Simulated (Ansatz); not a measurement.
Total energies of Sn₃₀H₃₆, a nanocrystal cut from cubic tin from Ansatz at PBE0-D4/def2-SVP, gas phase (1 Eh = 27.2114 eV = 2625.5 kJ/mol). The reference geometry is relaxed at PBE-D4/def2-SVP.

Cartesian coordinates in Å:
```
Sn -3.161 3.896 -2.729
Sn 1.330 5.262 -1.221
Sn -3.785 -0.487 -3.952
Sn -0.389 -3.547 -3.691
Sn 4.609 2.067 -1.011
Sn 3.824 -2.260 -2.216
Sn 0.391 0.845 -2.450
Sn -1.419 2.576 1.425
Sn -2.255 -1.844 0.206
Sn 1.934 -0.581 1.671
Sn 2.842 3.872 2.809
Sn -0.017 1.007 5.625
Sn 1.161 -4.979 0.450
Sn -0.696 -3.343 4.304
Sn -1.923 1.635 -3.878
Sn 2.321 2.916 -2.436
Sn -3.682 3.507 0.011
Sn 0.519 4.634 1.405
Sn 1.517 -1.463 -3.643
Sn -2.659 -2.764 -5.173
Sn -4.536 -1.175 -1.323
Sn -1.094 -4.118 -1.016
Sn 5.756 -0.204 -2.227
Sn 3.849 1.504 1.652
Sn 3.045 -2.873 0.431
Sn -0.349 0.249 0.217
Sn -2.134 2.092 4.117
Sn -2.985 -2.608 2.829
Sn 1.149 -1.206 4.319
Sn 0.441 -5.625 3.101
H -4.649 4.221 -3.572
H -2.146 5.293 -2.917
H 2.597 6.453 -1.164
H 0.021 5.938 -2.141
H -5.197 0.028 -4.842
H 0.337 -4.966 -4.404
H 5.764 3.377 -0.991
H 4.470 -3.704 -2.957
H 4.039 5.126 2.668
H 2.513 3.653 4.500
H 1.177 2.240 5.891
H -0.601 0.508 7.186
H 1.857 -6.371 -0.341
H -1.158 -3.706 5.948
H -1.455 2.019 -5.516
H 2.775 3.250 -4.088
H -4.210 5.003 0.727
H -4.982 2.368 0.187
H -0.177 6.048 2.155
H 1.970 -1.051 -5.279
H -2.212 -2.411 -6.815
H -3.821 -4.056 -5.224
H -5.588 -2.561 -1.362
H -5.419 0.118 -0.570
H -2.292 -5.390 -1.008
H 6.245 0.162 -3.855
H 7.178 -0.703 -1.361
H 5.253 0.963 2.538
H 4.454 -3.345 1.348
H -3.485 1.001 4.167
H -2.658 3.589 4.832
H -3.848 -1.325 3.620
H -4.069 -3.965 2.718
H 2.566 -1.706 5.209
H -0.693 -6.943 3.115
H 1.841 -6.140 3.993
```

```
                 state   geometry  energy (Eh)
      charge 0 singlet  reference  -6451.72023
      charge 1 doublet  reference  -6451.45134
     charge -1 doublet  reference  -6451.78405
free Sn atom (triplet)          –   -214.25429
 free H atom (doublet)          –     -0.50029
```

In the def2 sets Sn takes a core potential; there is no spin–orbit coupling. Single mean-field runs in def2-SVP are fitted with def2-universal-jkfit.

Problem. Work out the vertical ionisation energy to the doublet.

Solution. E(charge 1 doublet) − E(charge 0 singlet) = -6451.45134 − (-6451.72023) = 0.26889 Eh = 7.32 eV. For comparison, −ε of the highest occupied level is 6.50 eV at this level, 0.82 eV less.

Problem. Work out the vertical electron affinity, to the doublet.

Solution. E(charge 0 singlet) − E(charge -1 doublet) = -6451.72023 − (-6451.78405) = 0.06382 Eh = 1.74 eV. The basis lacks diffuse functions, which makes affinities too small.

Problem. Give the fundamental gap IE − EA, the Mulliken electronegativity (IE + EA)/2 and the hardness (IE − EA)/2.

Solution. From the values in Eh: IE − EA = 0.26889 − 0.06382 = 0.20507 Eh = 5.58 eV; (IE + EA)/2 = 4.53 eV; (IE − EA)/2 = 2.79 eV. The HOMO–LUMO gap of the same run is 4.08 eV, 1.50 eV smaller than the fundamental gap.

Problem. What is the binding energy per atom against free atoms?

Solution. Atoms: 30 × (-214.25429) + 36 × (-0.50029) = -6445.63914 Eh. Binding: -6445.63914 − (-6451.72023) = 6.08109 Eh = 165.47 eV, or 2.51 eV for each of 66 atoms (no zero-point energy, no counterpoise term).
